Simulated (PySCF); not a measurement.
A mixed set of molecules.

All values: wB97X-D/def2-SVPD (PySCF) at GFN2-xTB geometries, gas phase, one conformer each. Core orbitals are frozen in the response; Δα² is half the sum of the squared differences of the principal polarisabilities.

Problem. Rank by mean static polarisability, lowest first.
A. `C=CCO[SiH2]F`
B. `C#CP=C=O`
C. `F/C=C/CO[SiH3]`

Solution. B (9.07 Å³), A (9.47 Å³), C (9.91 Å³).

Problem. Rank by polarisability anisotropy Δα, lowest first.
A. `[CH3:1][CH2:2][Si@@H:3]([F:4])[CH:5]=[O:6]` with C1–C2–Si3–F4 -62°, C2–Si3–C5–O6 70°
B. `C#CP=C=O`
C. `[CH2:1]=[CH:2][CH2:3][O:4][SiH2:5][F:6]` with C1–C2–C3–O4 1°, C2–C3–O4–Si5 -148°, C3–O4–Si5–F6 54°

Solution. A (1.17 Å³), C (2.90 Å³), B (5.28 Å³).

All values together:

| SMILES | formula | μ (D) | HOMO (eV) | LUMO (eV) | α (Å³) | Δα (Å³) | electrons | α per electron (Å³) |
| --- | --- | --- | --- | --- | --- | --- | --- | --- |
| C#CP=C=O | C3HOP | 0.67 | -8.56 | -0.29 | 9.07 | 5.28 | 42 | 0.216 |
| CC[Si@@H](F)C=O | C3H7FOSi | 1.92 | -9.10 | 0.01 | 9.42 | 1.17 | 56 | 0.168 |
| F/C=C/CO[SiH3] | C3H7FOSi | 2.25 | -9.22 | 1.74 | 9.91 | 3.05 | 56 | 0.177 |
| C=CCO[SiH2]F | C3H7FOSi | 1.60 | -9.50 | 2.06 | 9.47 | 2.90 | 56 | 0.169 |

Conformers: `[CH3:1][CH2:2][Si@@H:3]([F:4])[CH:5]=[O:6]` with C1–C2–Si3–F4 -62°, C2–Si3–C5–O6 70°; `[F:1]/[CH:2]=[CH:3]/[CH2:4][O:5][SiH3:6]` with C2–C3–C4–O5 0°, C3–C4–O5–Si6 180°; `[CH2:1]=[CH:2][CH2:3][O:4][SiH2:5][F:6]` with C1–C2–C3–O4 1°, C2–C3–O4–Si5 -148°, C3–O4–Si5–F6 54°.
